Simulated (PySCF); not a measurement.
Computed IR spectrum (relative IR intensity) of a molecule C3H5O, multiplicity 2. The structure is a stationary point at B3LYP-D3(BJ)/def2-SVP. One conformer was computed; it need not be the lowest. Computed with B3LYP-D3(BJ)/def2-SVP (PySCF). Frequencies are harmonic and unscaled.

ν (cm⁻¹): 393 (vw), 432 (s), 443 (w), 559 (m), 758 (m), 1005 (w), 1185 (vs), 1393 (w), 1444 (w), 1447 (w), 1708 (s), 3032 (w), 3103 (w), 3158 (vw), 3274 (vw), 3802 (m) (against the strongest line: vs over 80 %, s over 45 %, m over 15 %, w over 4 %, vw less)

**Question.** Which structure fits?
A. [CH2]C(C)=O
B. [CH]=C(C)O
C. CC[C]=O

**Answer.** B, [CH]=C(C)O
